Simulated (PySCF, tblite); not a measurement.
Isomers of C2H6FO2Si2 (doublet state), one GFN2-xTB conformer each. Single-point energies are computed at B3LYP/pcH-1 (PySCF, gas phase, no added dispersion term), electronic only. GFN2-xTB treats the open shell by occupation alone, and not every SCF solution was tested for stability.

```csv
SMILES,GFN2-xTB relative energy (kJ/mol)
O[SiH2]O/C([SiH3])=[C]/F,84.5
O[SiH2]O/C([SiH2])=C/F,0.0
O[SiH]O/C([SiH3])=C/F,45.7
```

Conformers: `[OH:1][SiH2:2][O:3]/[C:4]([SiH3:5])=[C:6]/[F:7]` (doublet state) with H–O1–Si2–O3 33°, O1–Si2–O3–C4 178°, Si2–O3–C4–Si5 -177°; `[OH:1][SiH2:2][O:3]/[C:4]([SiH2:5])=[CH:6]/[F:7]` (doublet state) with H–O1–Si2–O3 36°, O1–Si2–O3–C4 177°, Si2–O3–C4–Si5 178°, O3–C4–Si5–H 17° and 166°; `[OH:1][SiH:2][O:3]/[C:4]([SiH3:5])=[CH:6]/[F:7]` (doublet state) with H–O1–Si2–O3 37°, O1–Si2–O3–C4 82°, Si2–O3–C4–Si5 7°.

What does B3LYP/pcH-1 give for the same structures?

```tsv
SMILES	B3LYP/pcH-1 E (Eh)	B3LYP/pcH-1 (kJ/mol)	GFN2-xTB (kJ/mol)	point group
O[SiH2]O/C([SiH2])=C/F	-909.12361	0.0	0.0	–
O[SiH]O/C([SiH3])=C/F	-909.11720	16.8	45.7	C1
O[SiH2]O/C([SiH3])=[C]/F	-909.08879	91.4	84.5	–
```

Both levels put the same isomer lowest; measured from each level's own lowest isomer, the values differ by up to 28.9 kJ/mol (O[SiH]O/C([SiH3])=C/F: 45.7 against 16.8). Neighbours under 21 kJ/mol apart (O[SiH2]O/C([SiH2])=C/F and O[SiH]O/C([SiH3])=C/F) can change places with a better method, another conformer or zero-point energy.

What happens when harmonic zero-point energies from GFN2-xTB frequencies are added?

```json
{"SMILES": "O[SiH2]O/C([SiH2])=C/F", "ZPE (kJ/mol)": "190.7", "electronic (kJ/mol)": "0.0", "with ZPE (kJ/mol)": "0.0"}
{"SMILES": "O[SiH]O/C([SiH3])=C/F", "ZPE (kJ/mol)": "191.1", "electronic (kJ/mol)": "16.8", "with ZPE (kJ/mol)": "17.2"}
{"SMILES": "O[SiH2]O/C([SiH3])=[C]/F", "ZPE (kJ/mol)": "182.5", "electronic (kJ/mol)": "91.4", "with ZPE (kJ/mol)": "83.2"}
```

The zero-point energies span 8.6 kJ/mol. The order is unchanged.
